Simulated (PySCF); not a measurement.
Output of ΔSCF core-hole calculations on `C[O][GaH][CH3]`.

Computed, not measured: delta-SCF UKS SCAN, pcX-2 on the ionised atom, pcseg-1 elsewhere, spin-free X2C in PySCF 2.14.0. The program numbers atoms from 0. The cycles run on a coarse integration grid; for E(ground) and E(ion) the exchange–correlation energy is redone on a finer one, so they differ from the last cycle, and only they enter the binding energy.

Coordinates (Å, PBE0-D3(BJ)/def2-SVP):
```
C     -2.164448    -0.405293     0.254846
O     -0.791449    -0.566578     0.421196
Ga     0.475757     0.569248    -0.130541
C      2.295821    -0.004378     0.278327
H     -2.577692    -1.198680    -0.395550
H     -2.683324    -0.482085     1.228024
H     -2.446104     0.568872    -0.193714
H     -0.060111     1.862501    -0.843651
H      2.324129    -1.091146     0.441699
H      2.642562     0.490631     1.199740
H      2.995730     0.262228    -0.527376
```

```
ground state, core basis on atom 3 (C), 135 functions
  cycle   1  E = -2095.35073001  |g| = 1.03e-01
  cycle   2  E = -2095.34468774  |g| = 1.94e-01
  cycle   3  E = -2095.35207849  |g| = 2.27e-02
  cycle   4  E = -2095.35217640  |g| = 7.44e-03
  cycle   5  E = -2095.35219264  |g| = 1.50e-03
  cycle   6  E = -2095.35218999  |g| = 1.66e-04
  E(ground) = -2095.61590774 Eh
hole in C 1s of atom 3
  cycle   1  E = -2084.11715022  |g| = 1.50e+00
  cycle   2  E = -2083.51926343  |g| = 1.75e+00
  cycle   3  E = -2084.63451597  |g| = 3.64e-01
  cycle   4  E = -2084.60403279  |g| = 4.47e-01
  cycle   5  E = -2084.68850030  |g| = 6.50e-02
  cycle   6  E = -2084.69027142  |g| = 1.47e-02
  cycle   7  E = -2084.69036549  |g| = 7.75e-03
  cycle   8  E = -2084.69040098  |g| = 1.71e-03
  cycle   9  E = -2084.69040571  |g| = 7.33e-04
  cycle  10  E = -2084.69040495  |g| = 2.97e-04
  E(ion) = -2084.95278782 Eh   <S^2> = 0.7682   hole on atom = 1.000
```

Task: What is the C 1s binding energy of atom 3?

Result: (-2084.952788 − (-2095.615908)) Eh × 27.2114 eV/Eh = 290.16 eV, for the methyl carbon.

One conformer (not necessarily the lowest) at the PBE0-D3(BJ)/def2-SVP geometry, without solvent, vibrations or thermal averaging.

Conformer computed: `[CH3:1][O:2][GaH:3][CH3:4]`: C1–O2–Ga3–C4 180°.
Labels such as C1 count atoms from 1, the log's own numbers from 0.
